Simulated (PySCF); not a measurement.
Gas-phase reaction: 3 GaBr + 2 H = GaBr3 + 2 GaH

Energies from PySCF (xtb for GFN2), thermal terms from the rigid-rotor harmonic-oscillator model, ideal gas at 1 bar. † marks an energy on the PBE0/def2-TZVP geometry and frequencies; other levels use their own. MP2 freezes the core. 6-31G* has spherical d functions here. Open shells (unrestricted): H (multiplicity 2); the rest are closed-shell singlets. GFN2 has no spin-polarisation term. B3LYP is the form with VWN-RPA correlation. Br, Ga: all electrons, no relativistic terms. GaH: computed as isolated molecules; such fragments, hydroxides, amides, oligomers or adducts are transient or little studied in the gas. MP2 isn't extrapolated to the basis-set limit.

B3LYP/6-31G* gives ΔH°(298 K) = -205 kJ.

Problem. What do LDA/def2-TZVP†, GFN2-xTB, MP2/def2-SVP† give?

Solution. LDA/def2-TZVP†: -272 kJ; GFN2-xTB: -281 kJ; MP2/def2-SVP†: -239 kJ. For scale, ΔH°(298 K) is -205 kJ at this level, -247 kJ at ωB97M-V/def2-TZVP†, and runs from -281 to -146 kJ over the 20 levels computed († marks an energy on the PBE0/def2-TZVP geometry).
